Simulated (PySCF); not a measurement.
## Working out the excitation energy of P⁺

P⁺ [Ne] 3s2 3p2 (3P) → P⁺ [Ne] 3s1 3p3 (5S). Computed with PySCF 2.14 in aug-cc-pV(D+d)Z (5s4p3d, 32 functions), with no relativity, point nucleus. Frozen: [Ne]. Energies in hartree (1 hartree = 27.21139 eV):

```
             part   P⁺ (lower)   P⁺ (upper)
              UHF  -340.344823  -340.200461
MP2 opposite-spin    -0.042654     0.000000
    MP2 same-spin    -0.008568    -0.018440
```

Task: What does Hartree-Fock give?

Result: (-340.200461) − (-340.344823) = 0.144362 hartree = 3.928 eV.

Task: What do MP2 and SCS-MP2 (6/5 opposite-spin, 1/3 same-spin) give?

Result: The opposite-spin parts differ by 1.161 eV and the same-spin parts by -0.269 eV. MP2: 3.928 + (1.161) + (-0.269) = 4.820 eV. SCS-MP2: 3.928 + 1.2 × (1.161) + (-0.269)/3 = 5.232 eV.

Measured between the centres of the two terms (NIST): 5.627 eV, so MP2 (valence) is off by -0.807 eV.

What remains against the reference includes basis incompleteness, the frozen core and correlation beyond second order.
